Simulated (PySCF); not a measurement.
## Spin-rotation constants: SMILES Br[Si]1(C#C)SCCS1, C₄H₅BrS₂Si

Molfile (atoms numbered from 1):
```
C4H5BrS2Si
     RDKit          3D

 13 13  0  0  0  0  0  0  0  0999 V2000
    3.4868   -0.2714   -0.2153 C   0  0  0  0  0  0  0  0  0  0  0  0
    2.3826    0.1859   -0.3478 C   0  0  0  0  0  0  0  0  0  0  0  0
    0.6893    0.8774   -0.5748 Si  0  0  0  0  0  4  0  0  0  0  0  0
    0.8429    2.7739   -1.7244 Br  0  0  0  0  0  0  0  0  0  0  0  0
   -0.6285   -0.4996   -1.5631 S   0  0  0  0  0  0  0  0  0  0  0  0
   -1.4251   -1.0308   -0.0136 C   0  0  0  0  0  0  0  0  0  0  0  0
   -1.7692    0.1559    0.8566 C   0  0  0  0  0  0  0  0  0  0  0  0
   -0.2794    1.0963    1.3327 S   0  0  0  0  0  0  0  0  0  0  0  0
    4.4539   -0.6677   -0.0939 H   0  0  0  0  0  0  0  0  0  0  0  0
   -2.3302   -1.5649   -0.3036 H   0  0  0  0  0  0  0  0  0  0  0  0
   -0.7503   -1.7177    0.4994 H   0  0  0  0  0  0  0  0  0  0  0  0
   -2.2285   -0.1740    1.7884 H   0  0  0  0  0  0  0  0  0  0  0  0
   -2.4487    0.8371    0.3418 H   0  0  0  0  0  0  0  0  0  0  0  0
  1  2  3  0
  2  3  1  0
  3  4  1  0
  3  5  1  0
  5  6  1  0
  6  7  1  0
  7  8  1  0
  8  3  1  0
  1  9  1  0
  6 10  1  0
  6 11  1  0
  7 12  1  0
  7 13  1  0
M  END
```

Computed with PySCF 2.14.0, GIAO B3LYP/pcSseg-1 magnetisability, rotational g tensor and spin-rotation constants, non-relativistic, gas phase. Geometry: GFN2-xTB.

The calculation is non-relativistic, which matters for the atoms heavier than Zn.

Question: Give the nuclear spin-rotation constants along the inertial axes (H = +C I·J) beside the isotropic shieldings.

Answer: Rotational constants 1.0783, 0.6347, 0.5718 GHz. A star marks the isotopologue with that one atom substituted, in its own axes.
| atom | isotope | Caa (kHz) | Cbb (kHz) | Ccc (kHz) | mean (kHz) | σ (ppm) |
| --- | --- | --- | --- | --- | --- | --- |
| Br4 | 79Br | 0.866 | 0.711 | 0.912 | 0.830 | 2355.0 |
| H9 | 1H | -0.121 | 0.015 | -0.068 | -0.058 | 29.4 |
| H10 | 1H | -0.050 | -0.043 | -0.037 | -0.043 | 28.7 |
| H11 | 1H | -0.099 | 0.011 | -0.060 | -0.049 | 28.9 |
| H12 | 1H | 0.000 | -0.069 | -0.040 | -0.036 | 28.7 |
| H13 | 1H | -0.099 | 0.011 | -0.059 | -0.049 | 28.9 |
| C1 | 13C* | 0.395 | 0.062 | 0.207 | 0.221 | 79.1 |
| C2 | 13C* | 0.403 | 0.002 | 0.227 | 0.211 | 92.3 |
| Si3 | 29Si* | -0.728 | -0.485 | -0.374 | -0.529 | 296.1 |
| S5 | 33S* | 0.197 | 0.171 | 0.162 | 0.177 | 524.1 |
| C6 | 13C* | 0.191 | 0.141 | 0.094 | 0.142 | 137.2 |

For the geometry as given, no vibrational averaging.

Question: How do the rotational constants and the g tensor change when H9, H10, H11, H12, H13 are replaced by deuterium?

Answer: Constants 1.0135, 0.6025, 0.5324 GHz; g -0.0088, -0.0047, -0.0034, against -0.0091, -0.0050, -0.0036 before.
